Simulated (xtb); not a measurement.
C₆H₆O, SMILES [C@H]12C=C[C@H](C=C1)O2. All values are semi-empirical tight-binding results from xtb (GFN2-xTB unless named), good for trends rather than for accurate numbers. Coordinates come from a GFN2-xTB optimisation. The structure was generated by enumeration; whether it is a known compound was not checked. The values are those of a single conformer.

Optimised geometry:

Bond lengths (Å): C1–C2 1.322, C1–C6 1.534, C1–H8 1.071, C2–C3 1.534, C2–H9 1.071, C3–C4 1.534, C3–O7 1.421, C3–H10 1.085, C4–C5 1.322, C4–H11 1.071, C5–C6 1.534, C5–H12 1.071, C6–O7 1.421, C6–H13 1.085. Bond angles (°): C2–C1–C6 104.7, C2–C1–H8 131.0, C6–C1–H8 124.3, C1–C2–C3 104.7, C1–C2–H9 131.0, C3–C2–H9 124.3, C2–C3–C4 104.9, C2–C3–O7 100.7, C2–C3–H10 117.8, C4–C3–O7 100.7, C4–C3–H10 117.8, O7–C3–H10 112.3, C3–C4–C5 104.7, C3–C4–H11 124.3, C5–C4–H11 131.0, C4–C5–C6 104.7, C4–C5–H12 131.0, C6–C5–H12 124.3, C1–C6–C5 104.9, C1–C6–O7 100.7, C1–C6–H13 117.8, C5–C6–O7 100.7, C5–C6–H13 117.8, O7–C6–H13 112.3, C3–O7–C6 95.3.
Charge 0, spin multiplicity 1.

```yaml
point_group_as_xtb_finds_it: C2v
orbital_gap: 4.31 eV
dipole_moment: 1.93 D
zero_point_energy: 63.9 kcal/mol
G − E(el) at 298.15 K (modified RRHO): 46.7 kcal/mol
static polarisability (D4 model): 68.1 bohr³
solvation energy, GFN2-xTB/ALPB(water): -1.4 kcal/mol
solvation energy, GFN2-xTB/ALPB(dmf): -5.4 kcal/mol
```

Computed IR lines (harmonic; lines under 4 % of the strongest left out, lines within 3 cm⁻¹ merged):
ν (cm⁻¹): 531 (w), 610 (w), 744 (s), 801 (w), 806 (w), 933 (w), 950 (vs), 1054 (m), 1236 (s), 1630 (w), 3044 (vs), 3164 (m), 3180 (vs) (against the strongest line: vs over 80 %, s over 45 %, m over 15 %, w over 4 %, vw less)

Computed atomic charges and the Wiberg bond orders between heavy atoms:
charges (e) C1 -0.04, C2 -0.04, C3 0.11, C4 -0.04, C5 -0.04, C6 0.11, O7 -0.31, H8 0.04, H9 0.04, H10 0.04, H11 0.04, H12 0.04, H13 0.04. Bond orders C1–C2 1.96, C2–C3 0.97, C3–C4 0.97, C4–C5 1.96, C1–C6 0.97, C5–C6 0.97, C3–O7 0.97, C6–O7 0.97.
